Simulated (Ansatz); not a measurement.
C4H3ClSe (`Clc1ccc[se]1`), relaxed with RKS PBE-D4/def2-SVP in Ansatz 0.2.0 from a rough embedded geometry. The force threshold is 0.03 eV/Å; the program also tests the step.

Total charge 0; spin multiplicity 1.

Start:

```xyz
9

Cl    0.498   -3.052   -0.493
C    -0.078   -1.355   -0.390
C     0.629   -0.432    0.351
C     0.275    0.829    0.355
C    -0.919    1.242   -0.244
Se   -1.561   -0.365   -1.115
H     1.579   -0.756    0.829
H     0.818    1.572    0.937
H    -1.240    2.319   -0.230
```

(1) By how much does the energy fall, and how many steps does the optimiser take? (An estimate is asked.)

(2) Which bonds change most? (Estimate.)

(3) Give the relaxed structure. (An estimate is asked.)

Results:

(1) Computed: 89.06 kJ/mol, in 4 steps.

(2) Computed: C3–C4 from 1.310 to 1.433 Å; Cl1–C2 from 1.795 to 1.722 Å; C5–Se6 from 1.937 to 1.873 Å; C2–Se6 from 1.926 to 1.887 Å.

(3) Ansatz gave: 
```xyz
9

Cl    0.212   -2.969   -0.629
C    -0.033   -1.286   -0.356
C     0.768   -0.445    0.387
C     0.303    0.910    0.434
C    -0.858    1.160   -0.261
Se   -1.516   -0.383   -1.094
H     1.678   -0.802    0.888
H     0.833    1.701    0.985
H    -1.389    2.115   -0.354
```
